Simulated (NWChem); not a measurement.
System: HSeOCl; SMILES O[Se]Cl

Input file for NWChem:

```
start job
memory heap 200 mb stack 900 mb global 1100 mb
geometry units angstroms noautoz
  Se     0.391654     0.479011    -0.003712
  Cl    -0.169034    -1.638217     0.005108
  O     -1.195248     1.278721     0.083455
  H     -1.546577     1.331687    -0.816913
end
basis spherical
  * library def2-tzvp
end
dft
  xc becke88 perdew86
  iterations 150
  mulliken
end
task dft energy
```

The geometry was optimised at PBE0/def2-SVP.

**Question.** Predict the main results of this run. (BP86/def2-TZVP.) Quantities: energy (Ha); highest occupied level (eV); orbital gap (eV); dipole (D).

**Answer.** 
```json
{
  "energy (Ha)": "-2937.94",
  "highest occupied level (eV)": "-5.68",
  "orbital gap (eV)": "2.59",
  "dipole (D)": "1.87"
}
```
